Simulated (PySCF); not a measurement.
B2Cl4, quintet, geometry from GFN2-xTB of the parent state (a higher spin typed on purpose: for a closed-shell molecule this is an excited state); DF-PBE0/cc-pVDZ (PySCF).

PySCF was given this input:
```python
from pyscf import gto, scf, dft

mol = gto.M(
    atom='''
Cl   -1.539468   -1.666781   -0.108212
B    -0.800127   -0.077470   -0.064743
Cl   -1.826157    1.340912   -0.164120
B     0.800127    0.077470    0.064743
Cl    1.826157   -1.340912    0.164120
Cl    1.539468    1.666781    0.108212
''',
    basis='cc-pvdz',
    charge=0,
    spin=4,
    verbose=4,
)

mf = dft.ROKS(mol)
mf.xc = 'pbe0'
mf = mf.density_fit(auxbasis='def2-universal-jkfit')
mf.kernel()
```

The log (banner, timings and long lists left out):

```
PySCF version 2.14.0

[INPUT] verbose = 4
[INPUT] num. atoms = 6
[INPUT] num. electrons = 78
[INPUT] charge = 0
[INPUT] spin (= nelec alpha-beta = 2S) = 4
[INPUT] symmetry False subgroup None
[INPUT] Mole.unit = angstrom
[INPUT] Symbol           X                Y                Z      unit          X                Y                Z       unit  Magmom
[INPUT]  1 Cl    -1.539468000000  -1.666781000000  -0.108212000000 AA   -2.909172897532  -3.149759599629  -0.204491043391 Bohr   0.0
[INPUT]  2 B     -0.800127000000  -0.077470000000  -0.064743000000 AA   -1.512020894870  -0.146397082870  -0.122346538483 Bohr   0.0
[INPUT]  3 Cl    -1.826157000000   1.340912000000  -0.164120000000 AA   -3.450936590457   2.533956437143  -0.310141851564 Bohr   0.0
[INPUT]  4 B      0.800127000000   0.077470000000   0.064743000000 AA    1.512020894870   0.146397082870   0.122346538483 Bohr   0.0
[INPUT]  5 Cl     1.826157000000  -1.340912000000   0.164120000000 AA    3.450936590457  -2.533956437143   0.310141851564 Bohr   0.0
[INPUT]  6 Cl     1.539468000000   1.666781000000   0.108212000000 AA    2.909172897532   3.149759599629   0.204491043391 Bohr   0.0

nuclear repulsion = 431.067379128467
number of shells = 30
number of NR pGTOs = 216
number of NR cGTOs = 100
basis = cc-pvdz
ecp = {}

******** <class 'pyscf.df.df_jk.DFROKS'> ********
method = DFROKS
initial guess = minao
damping factor = 0
level_shift factor = 0
DIIS = <class 'pyscf.scf.diis.CDIIS'>
diis_start_cycle = 1
diis_space = 8
diis_damp = 0
SCF conv_tol = 1e-09
SCF conv_tol_grad = None
SCF max_cycles = 50
direct_scf = False
num. doubly occ = 37  num. singly occ = 4
XC library pyscf.dft.libxc version 7.1.2
    S. Lehtola, C. Steigemann, M. J. T. Oliveira, and M. A. L. Marques,  SoftwareX 7, 1–5 (2018)
XC functionals = pbe0
    C. Adamo and V. Barone,  J. Chem. Phys. 110, 6158 (1999)
    M. Ernzerhof and G. E. Scuseria,  J. Chem. Phys. 110, 5029 (1999)
radial grids:
    Treutler-Ahlrichs [JCP 102, 346 (1995); DOI:10.1063/1.469408] (M4) radial grids

becke partition: Becke, JCP 88, 2547 (1988); DOI:10.1063/1.454033
pruning grids: <function nwchem_prune>
grids dens level: 3
symmetrized grids: False
atomic radii adjust function: <function treutler_atomic_radii_adjust>
small_rho_cutoff = 0
Set gradient conv threshold to 3.16228e-05
tot grids = 103616
******** <class 'pyscf.df.df.DF'> ********
auxbasis = def2-universal-jkfit
init E= -1890.77452271321
  HOMO = -0.00204839765936593  LUMO = 0.0376999773428792  gap/eV = 1.08161
cycle= 1 E= -1889.60403796554  delta_E= 1.17  |g|= 0.114  |ddm|= 2.52
  HOMO = 0.0331751890792034  LUMO = 0.096749994771907  gap/eV = 1.72996
cycle= 2 E= -1889.60784863726  delta_E= -0.00381  |g|= 0.158  |ddm|= 0.226
  HOMO = 0.0126587113622425  LUMO = 0.0797529068093648  gap/eV = 1.82573
cycle= 3 E= -1889.61708142223  delta_E= -0.00923  |g|= 0.024  |ddm|= 0.196
  HOMO = 0.0146134547232193  LUMO = 0.0801584222120586  gap/eV = 1.78357
cycle= 4 E= -1889.61754727937  delta_E= -0.000466  |g|= 0.00658  |ddm|= 0.038
  HOMO = 0.0149709180943067  LUMO = 0.0804417025356001  gap/eV = 1.78155
cycle= 5 E= -1889.61757993182  delta_E= -3.27e-05  |g|= 0.00364  |ddm|= 0.0142
  HOMO = 0.0146492824119862  LUMO = 0.079996188903195  gap/eV = 1.77818
cycle= 6 E= -1889.61758666236  delta_E= -6.73e-06  |g|= 0.000747  |ddm|= 0.00657
  HOMO = 0.0145553807188441  LUMO = 0.0799197717281692  gap/eV = 1.77866
cycle= 7 E= -1889.61758691471  delta_E= -2.52e-07  |g|= 0.000221  |ddm|= 0.00109
  HOMO = 0.0145411593049534  LUMO = 0.0799069074802254  gap/eV = 1.77869
cycle= 8 E= -1889.617586935  delta_E= -2.03e-08  |g|= 2.18e-05  |ddm|= 0.000251
  HOMO = 0.0145362446937825  LUMO = 0.0799052104989637  gap/eV = 1.77878
cycle= 9 E= -1889.61758693525  delta_E= -2.47e-10  |g|= 4.07e-06  |ddm|= 3.04e-05
  HOMO = 0.0145354660000785  LUMO = 0.0799044012929382  gap/eV = 1.77878
Extra cycle  E= -1889.61758693526  delta_E= -1.27e-11  |g|= 2.72e-06  |ddm|= 8.3e-06
converged SCF energy = -1889.61758693526
```
